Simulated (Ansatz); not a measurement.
The cluster As₄P. The state is a doublet with charge 0. Geometry B3LYP-D4/def2-SVP.

```xyz
5

P     1.3021   -0.6066   -0.8164
As    1.0741    1.2088    0.6304
As   -2.0052   -0.4340    0.2135
As    0.1569   -1.0458    1.2470
As   -0.5279    0.8776   -1.2746
```

The structure comes from a short search, and lower isomers may exist.

Problem. Estimate the α-spin orbital energies around the gap (eV) in Ansatz with PBE-D4/def2-SVP, PBE-D4/def2-TZVP, PBE-D4/def2-TZVPD, r2SCAN-D4/def2-TZVP, PBE0-D4/def2-TZVP.

Solution. 
| orbital | PBE-D4/def2-SVP | PBE-D4/def2-TZVP | PBE-D4/def2-TZVPD | r2SCAN-D4/def2-TZVP | PBE0-D4/def2-TZVP |
| --- | --- | --- | --- | --- | --- |
| HOMO−9 | -13.22 | -13.17 | -13.22 | -13.73 | -14.89 |
| HOMO−8 | -11.67 | -11.65 | -11.69 | -12.11 | -13.17 |
| HOMO−7 | -8.66 | -8.59 | -8.62 | -8.97 | -9.71 |
| HOMO−6 | -8.32 | -8.28 | -8.32 | -8.65 | -9.42 |
| HOMO−5 | -7.46 | -7.41 | -7.45 | -7.74 | -8.47 |
| HOMO−4 | -6.99 | -6.98 | -7.02 | -7.35 | -8.14 |
| HOMO−3 | -6.98 | -6.95 | -6.98 | -7.25 | -7.91 |
| HOMO−2 | -6.05 | -6.02 | -6.06 | -6.32 | -7.00 |
| HOMO−1 | -5.76 | -5.73 | -5.78 | -5.99 | -6.65 |
| HOMO | -4.69 | -4.71 | -4.75 | -5.08 | -5.75 |
| LUMO | -2.57 | -2.68 | -2.78 | -2.61 | -1.97 |
| LUMO+1 | -2.46 | -2.55 | -2.64 | -2.48 | -1.83 |
| LUMO+2 | -2.18 | -2.25 | -2.31 | -2.25 | -1.56 |
| LUMO+3 | -2.10 | -2.17 | -2.23 | -2.12 | -1.43 |
| LUMO+4 | -1.12 | -1.35 | -1.52 | -1.16 | -0.56 |
| LUMO+5 | -0.58 | -0.67 | -0.74 | -0.54 | 0.17 |
| β HOMO | -5.68 | -5.67 | -5.71 | -5.93 | -6.59 |
| β LUMO | -3.74 | -3.77 | -3.83 | -3.61 | -3.01 |
